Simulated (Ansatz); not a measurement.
`O[Si](O)(Cl)C[Si](O)(O)Cl`. Charge 0, multiplicity 1.

Z-matrix (Å, degrees):
```
Si
O 1 1.626
Cl 1 2.082 2 108.0
O 1 1.622 2 108.5 3 118.2
C 1 1.846 2 114.2 3 -120.2
H 2 0.962 1 116.6 3 64.7
H 4 0.959 1 118.3 2 -48.1
Si 5 1.846 1 116.5 2 71.9
H 5 1.096 1 107.4 2 -50.4
H 5 1.096 1 108.8 2 -166.5
O 8 1.622 5 108.9 1 -166.6
O 8 1.626 5 114.2 1 71.9
Cl 8 2.082 5 108.0 1 -48.2
H 11 0.959 8 118.3 5 -173.0
H 12 0.962 8 116.6 5 -55.4
```

Problem. List the harmonic frequencies (cm⁻¹, unscaled) at PBE0-D4/def2-TZVP in Ansatz. (Best estimate.)

Solution. The calculation gave: 35, 82, 93, 144, 149, 174, 199, 214, 240, 254, 264, 310, 314, 327, 336, 361, 401, 487, 498, 684, 686, 771, 808, 817, 852, 858, 919, 933, 978, 991, 1020, 1088, 1382, 3059, 3119, 3867, 3870, 3917, 3917.

Problem. Is this a minimum?

Solution. Yes, all 39 modes are real.

Problem. Give the ideal-gas thermochemistry at 298.15 K and 1 bar (rigid rotor, harmonic oscillator; point group C2, symmetry number 2).

Solution. Zero-point energy 235.8 kJ/mol; H(298) − E = 272.9 kJ/mol; entropy 471.1 J/(mol·K), of which translation 175.5, rotation 124.2, vibration 171.4; G(298) − E = 132.5 kJ/mol. Modes under 100 cm⁻¹ are hindered rotations or soft bends, so the harmonic entropy is rough.

Problem. And at 400, 500, 600, 800 and 1000 K?

Solution. 
| T (K) | H − E (kJ/mol) | S (J/mol/K) | G − E (kJ/mol) |
| --- | --- | --- | --- |
| 400 | 295.0 | 534.4 | 81.2 |
| 500 | 319.1 | 588.1 | 25.0 |
| 600 | 344.9 | 635.2 | -36.2 |
| 800 | 400.0 | 714.3 | -171.4 |
| 1000 | 458.3 | 779.3 | -321.0 |
